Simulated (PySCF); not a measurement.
Telling isomers of C$_{7}$H$_{12}$ apart by NMR

[PySCF 2.14.0 with density-fitted response routines: geometry: GFN2-xTB; GIAO PBE0/pcSseg-1 shieldings; fast rotation and ring inversion assumed for equivalent nuclei; no relativistic terms; no solvent; one computed conformer]

Shifts are taken against calculated references (same method and geometry level): ¹H, ¹³C vs TMS. Where no couplings were computed, multiplicities follow the n + 1 count of equivalent neighbours, and m marks all less simple cases (inequivalent or close neighbours, rings, F or P nearby). Shifts are as computed. Against solution values, carbons near 30 ppm lie about +3 ppm off and those near 130 ppm about +5 ppm. Of 1211 compounds with measured shifts, 218 miss one by over three times the rms of a fit or turn the order of signals round; such compounds aren't used in these exercises.

(1) Tabulate the signals of `C[C@@H]1[C@H]2CCC[C@@H]12`, `C=C1CCCCC1` and their relative energies.

(2) What is the quickest way to tell C[C@@H]1[C@H]2CCC[C@@H]12 from C=C1CCCCC1?

Answers

(1) 
```json
{"SMILES": "C[C@@H]1[C@H]2CCC[C@@H]12", "carbon types": "3×CH 3×CH2 1×CH3", "δC": "31.4, 29.2, 24.6, 19.3, 16.5", "δH": "1.82 (m, 2H), 1.80 (m, 2H), 1.55 (m, 1H), 1.20 (m, 1H), 1.04 (d, 3H), 0.90 (m, 2H), 0.28 (m, 1H)", "E rel. (kcal/mol)": "5.6"}
{"SMILES": "C=C1CCCCC1", "carbon types": "1×C 6×CH2", "δC": "158.7, 112.9, 40.1, 33.2, 30.7", "δH": "4.97 (s, 2H), 2.18 (m, 4H), 1.59 (m, 4H), 1.56 (m, 2H)", "E rel. (kcal/mol)": "0.0"}
```

Energies are electronic energies at PBE0/pcSseg-1 on these geometries, without zero-point or thermal terms, each for the one conformer computed, which needn't be the lowest.

(2) Both give the same number of carbon signals, but DEPT or the intensities differ. The first has a three-membered-ring carbon (CH) at 29.2 ppm, the second a fully substituted alkene carbon (C) at 158.7 ppm. Their most deshielded carbons lie at 31.4 and 158.7 ppm. In the proton spectra the most deshielded non-exchanging signals are 1.82 (m, 2H) and 4.97 (s, 2H).
